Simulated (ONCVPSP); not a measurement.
## Logarithmic derivatives: vanadium, ONCV

```
Element                 : V
Generator               : ONCVPSP 4.0.1
Type                    : optimised norm-conserving Vanderbilt (ONCV)
Functional              : LDA (Perdew-Wang 92)
Relativity              : scalar-relativistic
Frozen core             : [Ne] 3s2
Valence charge          : 11
Reference configuration : 3p6 3d3 4s1.5 (charge +0.5)
Partial waves           : 4s: rc 2.15 bohr, ncon 4, nbas 8, qcut 3.8 1/bohr, 3 projectors, debl 3.2 Ha; 3p: rc 1.15 bohr, ncon 3, nbas 7, qcut 14.1 1/bohr, 1 projector; 3d: rc 1.15 bohr, ncon 3, nbas 8, qcut 9.1 1/bohr, 2 projectors, debl 0.8 Ha
Local potential         : polynomial inside 0.95 bohr (lpopt 5, dvloc0 0 Ha)
Core correction         : Teter function fitted to the true core (icmod 2), fcfact 0.15
```

The phase is arctan(r·R′/R) of the radial function R(r), unwrapped; energies in Ha, scanned from -3 to 5 Ha. A pole is an energy at which the radial function vanishes at the test radius. The pseudo phase is shifted by a multiple of π to meet the all-electron one at the reference energy, and phase errors are pseudo minus all-electron; the curves can meet again beyond the range given. Levels narrower than the energy grid can be missing from the lists of poles.

Question: For each channel, where are the poles, and over which energies does the pseudopotential scatter like the atom?

Answer:

| channel | radius (bohr) | reference energy (Ha) | poles, all-electron | poles, pseudo | unbroken range about the reference energy with phases within 0.05 rad | phase error 1 Ha above the reference energy (rad) |
| --- | --- | --- | --- | --- | --- | --- |
| s | 2.18 | -0.29 | -2.66, 2.04 | -1.73, 2.04 | above -1.4 | +0.001 |
| p | 1.17 | -1.75 | 0.77 | 0.73 | below 4.1 | -0.001 |
| d | 1.17 | -0.33 | 1.92 | 1.92 | the whole range | -0.000 |

Note: ghosts flagged at negative energy: s at -47.7 eV; GHOST(+) flagged for s at 428.8 eV. A true bound ghost makes a file unfit for plane-wave use.

Phases in the p channel:

```csv
E (Ha),all-electron,pseudo
-2.98,-0.290,-0.295
-2.54,-0.690,-0.691
-2.10,-0.975,-0.975
-1.66,-1.163,-1.163
-1.22,-1.290,-1.290
-0.78,-1.380,-1.381
-0.34,-1.449,-1.450
0.10,-1.504,-1.506
0.54,-1.549,-1.553
0.98,-1.589,-1.594
1.42,-1.625,-1.632
1.86,-1.660,-1.669
2.30,-1.694,-1.706
2.74,-1.730,-1.746
3.18,-1.767,-1.790
3.62,-1.809,-1.842
4.06,-1.858,-1.905
4.50,-1.918,-1.988
4.94,-1.993,-2.104
```
